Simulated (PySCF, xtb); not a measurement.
# Two structures of C2H2AlN

Structure I is `C=C=[N][Al]`, a singlet and structure II is a singlet given by its coordinates. Both are isolated molecules in the gas phase, relaxed with PBE0-D3(BJ)/def2-SVP.

I (Å):

```yaml
atoms:
  - { symbol: C, position_ang: [-1.3648, -2.1427, 1.0674] }
  - { symbol: C, position_ang: [-0.3185, -1.3378, 0.9888] }
  - { symbol: Al, position_ang: [2.0795, 0.5057, 0.8000] }
  - { symbol: N, position_ang: [0.6362, -0.6027, 0.9167] }
  - { symbol: H, position_ang: [-1.2320, -3.1844, 1.3627] }
  - { symbol: H, position_ang: [-2.3624, -1.7663, 0.8371] }
```

II (Å):

```xyz
6

C    -0.9965   -1.7846    0.4831
C     0.2004   -1.6401    1.1737
Al   -1.2343    0.1038    1.5036
N    -2.0821   -1.3969    0.1670
H     0.3648   -2.3068    2.0279
H     1.0951   -1.4294    0.5768
```

Close contacts (Å): C1–C2 1.39, C1–Al3 2.16, C1–N4 1.20, C2–Al3 2.28, Al3–N4 2.18, C2–H5 1.10, C2–H6 1.10.

Problem. Which of the two would you expect CCSD(T)/def2-SVP + ΔMP2/def2-TZVPP electronic energies to favour?

Solution. Structure I; the calculation gives E(II) − E(I) = +2.7 kcal/mol.

How the difference moves with the method:

```
                             level              geometry  E(II) − E(I) (kcal/mol)  departure from the last row (kcal/mol)  job, with rough time for the two
                          GFN2-xTB              GFN2-xTB                     +17.8                                   +15.1              optimisation, 0.23 s
                         HF/STO-3G              GFN2-xTB                      +5.2                                    +2.5               single point, 1.5 s
                r2SCAN-D4/def2-SVP              GFN2-xTB                      +7.9                                    +5.2                 single point, 9 s
              PBE0-D3(BJ)/def2-SVP  PBE0-D3(BJ)/def2-SVP                      +6.4                                    +3.7                optimisation, 60 s
                       HF/def2-SVP  PBE0-D3(BJ)/def2-SVP                     +14.2                                   +11.5           part of the CCSD(T) run
                      MP2/def2-SVP  PBE0-D3(BJ)/def2-SVP                      +1.0                                    −1.7           part of the CCSD(T) run
                  CCSD(T)/def2-SVP  PBE0-D3(BJ)/def2-SVP                      +3.5                                    +0.8                      single point
CCSD(T)/def2-SVP + ΔMP2/def2-TZVPP  PBE0-D3(BJ)/def2-SVP                      +2.7                                                        single point, 22 s
```

None of the levels shown reverses the order. The largest departure from CCSD(T)/def2-SVP + ΔMP2/def2-TZVPP is that of GFN2-xTB, 15.1 kcal/mol. The last row adds to CCSD(T) the change of the MP2 difference between the two basis sets, here −0.8 kcal/mol.

With thermal terms from frequencies at re-optimised GFN2-xTB minima (ideal gas, soft modes damped towards free rotors, one conformer each, 298.15 K, 1 atm): the zero-point term adds +0.2 kcal/mol; ΔH is +2.5 and ΔG +2.8 kcal/mol.

The correlated steps freeze 8 core orbitals. Programs: PySCF 2.14.0, xtb 6.7.1; the last row on 2 threads of Intel(R) Xeon(R) Processor @ 2.70GHz on a shared host.
